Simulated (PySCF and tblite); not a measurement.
Results of a calculation; reference values are marked as such.
System: C₅H₉NO, numbered as in [CH3:1][C:2](=[O:3])/[CH:4]=[C:5](/[CH3:6])[NH2:7].

Motion: rotation about the C2–C4 bond (torsion C1–C2–C4–C5 from -180° to -6°, rising). GFN2-xTB gives an electronic barrier of 13.3 kcal/mol and a reaction energy of 8.7 kcal/mol.

CAM-B3LYP/pcSseg-1 + D3(BJ), IEF-PCM benzene on GFN2-xTB geometries gives 16.7 kcal/mol and k(298 K) = 3.4 s⁻¹.

Question: What does PBE0/pcSseg-1 + D3(BJ), IEF-PCM benzene give on GFN2-xTB geometries?

Answer: A barrier of 17.4 kcal/mol, 0.7 above the first DFT barrier (from unrounded values), a reaction energy of 8.6 kcal/mol and, with GFN2-xTB thermal terms, ΔG‡(298 K) = 17.9 kcal/mol and k = 0.99 s⁻¹ (2 equivalent paths).

Programs: tblite and PySCF.
